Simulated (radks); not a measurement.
The numbers below are computed, except where a source is named.
F V, configuration [He] 2s2 3s1 (not the ground configuration). Code: a radial shooting solver on a logarithmic mesh with Libxc functionals. Model: non-relativistic Kohn-Sham, BLYP, spin-polarised, spherical densities, point nucleus; open shells are filled with parallel spins first.

Local quantities along the radius. ELF = 1/(1 + alpha^2) is the electron localisation function; alpha = (tau - tau_W)/tau_unif compares the Pauli kinetic energy density with that of the uniform gas (summed over spins).

```
   r/bohr * ELF (the largest magnitude, 1, reaches the edge; | marks zero)
 0.006225 |                                                      *
 0.007788 |                                                      *
 0.009744 |                                                      *
  0.01219 |                                                      *
  0.01537 |                                                      *
  0.01923 |                                                      *
  0.02406 |                                                      *
   0.0301 |                                                      *
  0.03766 |                                                      *
  0.04712 |                                                      *
  0.05895 |                                                      *
  0.07375 |                                                      *
    0.093 |                                                      *
   0.1164 |                                                      *
   0.1456 |                                                      *
   0.1821 |                                                     *
   0.2278 |                                            *
    0.285 |         *
   0.3566 | *
   0.4461 |     *
   0.5626 |                                          *
   0.7039 |                                                     *
   0.8806 |                                                *
    1.102 |          *
    1.378 |  *
    1.724 |                            *
    2.157 |                                                     *
    2.699 |                                                      *
    3.404 |                                                      *
    4.258 |                                                      *
    5.327 |                                                      *
```

On this mesh the ELF has minima near r = 0.36, 1.4 bohr, which separate the shells, and maxima near 0.70 (0.98).
